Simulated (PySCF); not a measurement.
PySCF input:

```python
from pyscf import gto, scf, dft

mol = gto.M(
    atom='''
    B    -0.00743775   -0.15429228    0.05506089
    C     1.50809995   -0.40890066    0.02162352
    O    -0.46417787    1.20966664   -0.38917484
    O    -1.09062394   -0.83256379    0.38257350
    H     1.75418833   -1.41596684    0.35703570
    H     2.04527009    0.29537707    0.66487847
    H     1.91070173   -0.28840568   -0.98918238
    H    -1.41124497    1.44139236   -0.39390998
    H    -1.00217824   -1.74131625    0.69611216
    H     0.13026661    1.91696192   -0.68716883
    ''',
    basis='def2-tzvpd',
    charge=1,
    spin=0,
    verbose=4,
)

mf = dft.RKS(mol, xc='tpssh').density_fit(auxbasis='def2-universal-jkfit')
mf.grids.level = 3
mf.conv_tol = 1e-9
mf.max_cycle = 100
mf.max_memory = 1500
mf.kernel()
if not mf.converged:
    mf = mf.newton()
    mf.kernel(mf.make_rdm1())
mf.analyze()
```

Problem. Predict the final energy.

Solution. -216.93098 Eh (TPSSh/def2-TZVPD).

It need not be the lowest isomer of its formula.
